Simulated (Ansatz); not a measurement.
Cost and result for the atomization energy of `[AlH2][SiH]1C[SiH2]1` (11 atoms, 11 bonds).

```xyz
11

Al   -1.785    0.127   -0.946
Si   -0.486   -1.186    0.587
C     0.902   -0.154    1.376
Si    0.867    0.575   -0.351
H    -2.231   -0.657   -2.249
H    -2.444    1.484   -0.456
H     0.275   -2.250   -0.152
H     1.794   -0.707    1.660
H     0.584    0.538    2.152
H     0.538    2.021   -0.378
H     1.987    0.209   -1.243
```

The species carries charge 0 and has multiplicity 1. All single points use the PBE0-D4/def2-TZVP geometry. Program: Ansatz. All runs use 2 threads of an Intel Xeon Platinum 8259CL on a shared host. Times are those of one run each, without the atoms' runs, and a repeat can differ threefold. Electronic energies, without spin–orbit coupling; frozen cores. CCSD(T)/CBS adds CCSD(T) − MP2 in def2-TZVPP to the MP2 limit, and its time is that of the two runs behind it. T1 = 0.015. B3LYP takes the VWN-RPA correlation (the form of Gaussian; ORCA's B3LYP/G).

CCSD(T)/CBS is a level of theory with its own doubt, some kJ/mol a heavy atom from the limit and from the frozen cores, so smaller differences don't rank the functionals.

| level | functions | wall time | atomization (kcal/mol) | difference from CCSD(T)/CBS | per bond |
| --- | --- | --- | --- | --- | --- |
| BLYP-D4/def2-TZVPP | 255 | 5.5 s | 785.4 | -12.8 | -1.2 |
| CCSD(T)/def2-SVP | 103 | 6.5 s | 746.4 | -51.8 | -4.7 |
| PBE-D4/def2-TZVPP (with forces) | 255 | 7 s | 799.3 | 1.1 | 0.1 |
| PBE0-D4/def2-TZVPP | 255 | 9 s | 794.8 | -3.4 | -0.3 |
| CAM-B3LYP-D4/def2-TZVPP | 255 | 11 s | 794.1 | -4.1 | -0.4 |
| r2SCAN-D4/def2-TZVPP (with forces) | 255 | 13 s | 803.0 | 4.8 | 0.4 |
| B3LYP-D4/def2-TZVPP (with forces) | 255 | 14 s | 793.7 | -4.5 | -0.4 |
| r2SCANh-D4/def2-TZVPP | 255 | 14 s | 799.9 | 1.7 | 0.2 |
| PBE-QIDH/def2-TZVPP | 255 | 17 s | 791.1 | -7.1 | -0.6 |
| B97M-V/def2-TZVPP | 255 | 21 s | 812.7 | 14.5 | 1.3 |
| MP2/def2-QZVPP | 477 | 61 s | 788.1 | -10.1 | -0.9 |
| CCSD(T)/def2-TZVPP | 255 | 8 min | 777.5 | -20.7 | -1.9 |
| CCSD(T)/CBS(def2) | – | 9 min | 798.2 | 0.0 | 0.0 |

From r2SCAN to r2SCAN0 (25 % exact exchange), in def2-TZVPP and without D4, the atomization energy moves by −7.7 kcal/mol: exact exchange takes away binding that semilocal exchange gives to molecules. At CCSD(T), def2-SVP lies −51.9 kcal/mol from the extrapolated value and def2-TZVPP −20.7 kcal/mol: correlation converges slowly with the basis, and small sets miss more of it in the bonded molecule than in its fragments. In def2-TZVPP, CCSD(T) changes the Hartree–Fock value by +187.0 kcal/mol (the triples alone add +11.1 kcal/mol) and MP2 by +185.3 kcal/mol; breaking electron pairs costs correlation energy, which Hartree–Fock lacks.
